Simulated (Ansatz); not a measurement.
Reaction (cleavage of the Ge–Sn bond): `[Cl][SnH2][GeH3]` + `NB(O)F` → `OB(F)[NH][GeH3]` + `[Cl][SnH3]`

Gas-phase electronic energies from Ansatz, PBE0-D4/def2-TZVP geometries. CCSD(T)/CBS adds triple-zeta CCSD(T) − MP2 to the extrapolated MP2 energy (def2 sets, frozen cores). DFT in def2-TZVPP. def2 core potentials past Kr. For Ge, Sn outer-core shells are correlated without core-valence functions, which leaves a few kJ/mol of doubt a bond. Scalar relativity is left out up to krypton. One conformer a species, not always the lowest.

```json
{"level": "PBE0-D4", "ΔE (eV)": "0.46"}
{"level": "PBE0", "ΔE (eV)": "0.46"}
{"level": "MP2/def2-TZVPP", "ΔE (eV)": "0.32"}
{"level": "SCS-MP2/def2-TZVPP", "ΔE (eV)": "0.26"}
```

Question: What does CCSD(T)/CBS give? (An estimate is asked.)

Answer: Ansatz gave: +0.40 eV. The listed levels differ from it by 0.06, 0.06, -0.08, -0.14 eV.

Largest T1 diagnostic among the species: 0.012.

In def2-TZVPP, CCSD(T) changes the Hartree–Fock value by +0.06 eV (the triples alone add +0.00 eV) and MP2 by +0.08 eV. From PBE to PBE0 (25 % exact exchange), in def2-TZVPP and without D4, ΔE moves by −0.04 eV.
